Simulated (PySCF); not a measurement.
**Fractional electron number in Sm (samarium, neutral)**

The 6s beta orbital of [Xe] 4f6 6s2 is emptied in steps (occupation f), with all orbitals relaxed, ending at [Xe] 4f6 6s1. Computed with PySCF 2.14 in def2-TZVP with the def2 core potential (28 electrons), with scalar relativity through the core potential. The exact energy is a straight line in f; departures are measured from the line between the end points of the same method.

```
  f  UHF (eV)  LDA (eV)  PBE (eV)
  1     0.000     0.000     0.000
0.9     0.015    -0.202    -0.195
0.7     0.032    -0.472    -0.459
0.5     0.035    -0.564    -0.550
0.3     0.028    -0.475    -0.464
0.1     0.011    -0.204    -0.195
  0     0.000     0.000     0.000
```

Task: For PBE, how does the orbital energy at f = 1 compare with the removal energy?

Result: −ε = 3.436 eV against a total-energy difference of 5.598 eV. By Janak's theorem ε = ∂E/∂f, so the gap between them reflects the curvature. Along the path −ε is 3.855 (f = 0.9), 4.708 (f = 0.7), 5.582 (f = 0.5), 6.482 (f = 0.3), 7.393 (f = 0.1) eV.

```json
{"method": "UHF", "E(f=0) − E(f=1) (eV)": "4.605", "−ε at f=1 (eV)": "4.773", "−ε at f=0.5 (eV)": "4.593"}
{"method": "LDA", "E(f=0) − E(f=1) (eV)": "5.804", "−ε at f=1 (eV)": "3.571", "−ε at f=0.5 (eV)": "5.798"}
{"method": "PBE", "E(f=0) − E(f=1) (eV)": "5.598", "−ε at f=1 (eV)": "3.436", "−ε at f=0.5 (eV)": "5.582"}
```

Reference removal energy between the ground levels: 5.644 eV (measured; NIST Atomic Spectra Database, ionization energies). The calculation has no spin-orbit coupling. UHF lacks correlation.
